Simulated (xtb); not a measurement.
C$_{6}$H$_{14}$Se, charge +1, doublet, at the geometry of the source list (a state made from the parent by changing its charge; the spin is typed, not shown lowest); GFN0-xTB (xtb).

The xtb input:
```
$ xtb mol.xyz --gfn 0 --chrg 1 --uhf 1 --json

# file mol.xyz
21

C      1.99890000     1.06120000     0.24190000
C      1.50440000    -0.37290000     0.28330000
C      2.61270000    -1.36210000    -0.03850000
Se     0.01220000    -0.66590000    -1.02620000
C     -1.53940000    -0.00590000     0.06450000
C     -1.84740000     1.44750000    -0.24600000
C     -2.73910000    -0.89900000    -0.20260000
H      2.40850000     1.29020000    -0.74060000
H      2.78170000     1.20560000     0.98540000
H      1.19470000     1.76170000     0.45420000
H      1.06810000    -0.59890000     1.26190000
H      2.24880000    -2.38530000     0.04170000
H      3.44490000    -1.22910000     0.65260000
H      2.97700000    -1.20510000    -1.05490000
H     -1.21060000    -0.11680000     1.10310000
H     -1.00000000     2.09040000    -0.02320000
H     -2.09710000     1.56160000    -1.29930000
H     -2.69660000     1.78060000     0.34820000
H     -2.49560000    -1.94200000    -0.00880000
H     -3.05830000    -0.80560000    -1.23930000
H     -3.56780000    -0.61010000     0.44260000
```

Predict the main parts of the log of this xtb run.


```
   ID    Z sym.   atoms
    1    6 C      1-3, 5-7
    2   34 Se     4
    3    1 H      8-21

           -------------------------------------------------
          |                Calculation Setup                |
           -------------------------------------------------

           -------------------------------------------------
          |                 G F N 0 - x T B                 |
           -------------------------------------------------

          ...................................................
          :                      SETUP                      :
          :.................................................:
          :  # basis functions                  62          :
          :  # atomic orbitals                  61          :
          :  # shells                           43          :
          :  # electrons                        43          :
          :  electronic temp.          300.0000000     K    :
          :  accuracy                    1.0000000          :
          :  -> integral cutoff          0.2500000E+02      :
          :  -> integral neglect         0.1000000E-07      :
          ...................................................

         :::::::::::::::::::::::::::::::::::::::::::::::::::::
         ::                     SUMMARY                     ::
         :::::::::::::::::::::::::::::::::::::::::::::::::::::
         :: total energy             -22.027424232553 Eh    ::
         :: gradient norm              0.028054090986 Eh/a0 ::
         :: HOMO-LUMO gap              4.060998507904 eV    ::
         ::.................................................::
         :: H0 energy                -23.645960790776 Eh    ::
         :: repulsion energy           0.328595695835 Eh    ::
         :: electrostat energy         1.296208121939 Eh    ::
         :: -> Gsolv                   0.000000000000 Eh    ::
         ::    -> Gsasa                0.000000000000 Eh    ::
         ::    -> Gshift               0.000000000000 Eh    ::
         :: dispersion energy         -0.006267259551 Eh    ::
         :: short-range corr.          0.000000000000 Eh    ::
         :: add. restraining           0.000000000000 Eh    ::
         :: total charge               1.000000000000 e     ::
         :::::::::::::::::::::::::::::::::::::::::::::::::::::

           -------------------------------------------------
          |                Property Printout                |
           -------------------------------------------------

    * Orbital Energies and Occupations

         #    Occupation            Energy/Eh            Energy/eV
      -------------------------------------------------------------
         1        2.0000           -0.7646478             -20.8071
       ...           ...                  ...                  ...
        10        2.0000           -0.5435204             -14.7899
        11        2.0000           -0.5395035             -14.6806
        12        2.0000           -0.5312096             -14.4549
        13        2.0000           -0.5264725             -14.3260
        14        2.0000           -0.5211782             -14.1820
        15        2.0000           -0.5209587             -14.1760
        16        2.0000           -0.4995530             -13.5935
        17        2.0000           -0.4929489             -13.4138
        18        2.0000           -0.4887878             -13.3006
        19        2.0000           -0.4875339             -13.2665
        20        2.0000           -0.4603747             -12.5274
        21        2.0000           -0.4471060             -12.1664
        22        1.0000           -0.4011822             -10.9167 (HOMO)
        23                         -0.2519433              -6.8557 (LUMO)
        24                         -0.2144721              -5.8361
        25                         -0.1576571              -4.2901
        26                         -0.1552282              -4.2240
        27                         -0.1513720              -4.1190
        28                         -0.1363658              -3.7107
        29                         -0.1192902              -3.2461
        30                         -0.1150343              -3.1302
        31                         -0.1132606              -3.0820
        32                         -0.0960894              -2.6147
        33                         -0.0940018              -2.5579
       ...                                ...                  ...
        61                          0.4302644              11.7081
      -------------------------------------------------------------
                  HL-Gap            0.1492389 Eh            4.0610 eV
             Fermi-level            0.0000000 Eh            0.0000 eV

     #   Z          covCN         q      C6AA      α(0)
     1   6 C        3.778    -0.426    33.472     8.343
     2   6 C        3.832     0.133    20.621     6.540
     3   6 C        3.794    -0.418    33.221     8.308
     4  34 Se       2.042    -0.153   232.737    26.654
     5   6 C        3.832     0.136    20.579     6.534
     6   6 C        3.778    -0.426    33.480     8.343
     7   6 C        3.789    -0.422    33.346     8.324
     8   1 H        0.925     0.207     1.065     1.614
     9   1 H        0.925     0.197     1.112     1.649
    10   1 H        0.925     0.176     1.229     1.733
    11   1 H        0.924     0.090     1.878     2.143
    12   1 H        0.925     0.208     1.057     1.608
    13   1 H        0.925     0.198     1.110     1.648
    14   1 H        0.924     0.211     1.046     1.599
    15   1 H        0.924     0.086     1.917     2.165
    16   1 H        0.925     0.180     1.208     1.719
    17   1 H        0.925     0.209     1.054     1.606
    18   1 H        0.925     0.198     1.111     1.648
    19   1 H        0.925     0.208     1.059     1.609
    20   1 H        0.925     0.211     1.044     1.598
    21   1 H        0.925     0.198     1.111     1.648

 Mol. C6AA /au·bohr⁶  :       3918.951225
 Mol. C8AA /au·bohr⁸  :     125241.583874
 Mol. α(0) /au        :         97.033849

Wiberg/Mayer (AO) data.
largest (>0.10) Wiberg bond orders for each atom

 ---------------------------------------------------------------------------
     #   Z sym  total        # sym  WBO       # sym  WBO       # sym  WBO
 ---------------------------------------------------------------------------
     1   6 C    3.978 --     2 C    1.006     8 H    0.979    10 H    0.977
                             9 H    0.974
     2   6 C    3.969 --     3 C    1.016     1 C    1.006     4 Se   0.980
                            11 H    0.967
     3   6 C    3.978 --     2 C    1.016    12 H    0.981    14 H    0.978
                            13 H    0.976
     4  34 Se   2.121 --     2 C    0.980     5 C    0.979
     5   6 C    3.969 --     7 C    1.014     6 C    1.007     4 Se   0.979
                            15 H    0.969
     6   6 C    3.978 --     5 C    1.007    17 H    0.978    16 H    0.977
                            18 H    0.974
     7   6 C    3.978 --     5 C    1.014    19 H    0.980    20 H    0.979
                            21 H    0.975
     8   1 H    0.980 --     1 C    0.979
     9   1 H    0.981 --     1 C    0.974
    10   1 H    0.980 --     1 C    0.977
    11   1 H    0.978 --     2 C    0.967
    12   1 H    0.981 --     3 C    0.981
    13   1 H    0.980 --     3 C    0.976
    14   1 H    0.979 --     3 C    0.978
    15   1 H    0.976 --     5 C    0.969
    16   1 H    0.982 --     6 C    0.977
    17   1 H    0.980 --     6 C    0.978
    18   1 H    0.981 --     6 C    0.974
    19   1 H    0.982 --     7 C    0.980
    20   1 H    0.979 --     7 C    0.979
    21   1 H    0.980 --     7 C    0.975
 ---------------------------------------------------------------------------

Topologies differ in total number of bonds
Writing topology from bond orders to xtbtopo.mol

 dipole moment from electron density (au)
     X       Y       Z
   0.0015  -0.7789  -0.9639  total (Debye):    3.150

           -------------------------------------------------
          | TOTAL ENERGY              -22.027424232553 Eh   |
          | GRADIENT NORM               0.028054090986 Eh/α |
          | HOMO-LUMO GAP               4.060998507904 eV   |
           -------------------------------------------------

normal termination of xtb
```
